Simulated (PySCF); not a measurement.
Cl2MoO2 (SMILES [O]=[Mo](=[O])([Cl])[Cl]), singlet, at a GFN2-xTB geometry (such geometries of metal compounds can be far from the true shape) (core potentials on Mo). Base run: DF-M06/def2-SVP (PySCF).

PySCF was given this input:
```python
from pyscf import gto, scf, dft

mol = gto.M(
    atom='''
Mo    0.298668   -0.055206    0.098626
O     1.452282   -0.587896   -0.930250
O     0.741126    0.182461    1.654554
Cl   -0.459639    1.801845   -0.663469
Cl   -1.310439   -1.474660    0.078957
''',
    basis='def2-svp',
    ecp={'Mo': 'def2-svp'},
    charge=0,
    spin=0,
    verbose=4,
)

mf = dft.RKS(mol)
mf.xc = 'm06'
mf = mf.density_fit(auxbasis='def2-universal-jkfit')
mf.kernel()
```

Each row names what was changed in the base input (with any setting that the change needs).

```json
[
 {"change": "base", "ΔE vs base (µEh)": "0.0", "grid points": "88368", "electrons on the grid": "64.00001", "outcome": "converged"},
 {"change": "grids.radi_method = mura_knowles", "ΔE vs base (µEh)": "9.8", "grid points": "81104", "electrons on the grid": "64.00001", "outcome": "converged"},
 {"change": "grids.atom_grid = (75, 302)", "ΔE vs base (µEh)": "91.2", "grid points": "68904", "electrons on the grid": "64.00000", "outcome": "converged"},
 {"change": "grids.level = 1", "ΔE vs base (µEh)": "54.4", "grid points": "31168", "electrons on the grid": "63.99993", "outcome": "converged"},
 {"change": "grids.atom_grid = (99, 590)", "ΔE vs base (µEh)": "14.2", "grid points": "151440", "electrons on the grid": "64.00000", "outcome": "converged"},
 {"change": "grids.level = 7", "ΔE vs base (µEh)": "14.6", "grid points": "436800", "electrons on the grid": "64.00000", "outcome": "converged"},
 {"change": "small_rho_cutoff = 0", "ΔE vs base (µEh)": "0.0", "grid points": "88368", "electrons on the grid": "64.00001", "outcome": "converged"},
 {"change": "grids.level = 5", "ΔE vs base (µEh)": "14.9", "grid points": "219920", "electrons on the grid": "64.00000", "outcome": "converged"},
 {"change": "grids.prune = dft.gen_grid.sg1_prune", "ΔE vs base (µEh)": "-", "grid points": "-", "electrons on the grid": "-", "outcome": "input refused"},
 {"change": "grids.atom_grid = (50, 194)", "ΔE vs base (µEh)": "-1322", "grid points": "31800", "electrons on the grid": "63.99993", "outcome": "converged"},
 {"change": "grids.level = 4", "ΔE vs base (µEh)": "14.5", "grid points": "146256", "electrons on the grid": "64.00000", "outcome": "converged"}
]
```

- grids.prune = dft.gen_grid.sg1_prune: ended with `IndexError: index 42 is out of bounds for axis 0 with size 19`
